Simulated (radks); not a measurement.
The numbers below are computed, except where a source is named.
Isoelectronic series with 8 electrons, each ion in its NIST ground configuration. Code: a radial shooting solver on a logarithmic mesh with Libxc functionals. Model: Dirac Kohn-Sham, LDA (Slater exchange, Perdew-Wang correlation), spin-unpolarised, spherical densities, finite nucleus; open shells fill j = l - 1/2 first; Fermi nuclear charge, rms radius of each element as measured or else 0.836 A^(1/3) + 0.57 fm. Total energies (hartree) and mean radii <r> (bohr):

ion    configuration  E (hartree)   2p3/2   2p1/2   2s1/2
K11+    [He] 2s2 2p4   -532.63704  0.3254  0.3234  0.3679
Ca12+   [He] 2s2 2p4   -595.65398  0.3054  0.3032  0.3463
Sc13+   [He] 2s2 2p4   -662.26951  0.2876  0.2854  0.3270
Ti14+   [He] 2s2 2p4   -732.49458  0.2718  0.2695  0.3097
V15+    [He] 2s2 2p4   -806.34077  0.2577  0.2553  0.2941
Cr16+   [He] 2s2 2p4   -883.82022  0.2449  0.2424  0.2800
Mn17+   [He] 2s2 2p4   -964.94580  0.2334  0.2308  0.2671
Fe18+   [He] 2s2 2p4  -1049.73112  0.2229  0.2202  0.2553
Co19+   [He] 2s2 2p4  -1138.19033  0.2133  0.2105  0.2445
Ni20+   [He] 2s2 2p4  -1230.33854  0.2045  0.2016  0.2346
Cu21+   [He] 2s2 2p4  -1326.19083  0.1963  0.1934  0.2254
Zn22+   [He] 2s2 2p4  -1425.76407  0.1888  0.1858  0.2169
Ga23+   [He] 2s2 2p4  -1529.07501  0.1819  0.1788  0.2089
Ge24+   [He] 2s2 2p4  -1636.14149  0.1754  0.1722  0.2015
As25+   [He] 2s2 2p4  -1746.98248  0.1694  0.1661  0.1946
Se26+   [He] 2s2 2p4  -1861.61689  0.1638  0.1604  0.1881
Br27+   [He] 2s2 2p4  -1980.06516  0.1585  0.1550  0.1820
Kr28+   [He] 2s2 2p4  -2102.34811  0.1536  0.1500  0.1763
Rb29+   [He] 2s2 2p4  -2228.48767  0.1489  0.1452  0.1709
Sr30+   [He] 2s2 2p4  -2358.50635  0.1445  0.1407  0.1658
Zr32+   [He] 2s2 2p4  -2630.27622  0.1365  0.1325  0.1564
Nb33+   [He] 2s2 2p4  -2772.07658  0.1328  0.1287  0.1521
Mo34+   [He] 2s2 2p4  -2917.85486  0.1293  0.1251  0.1480
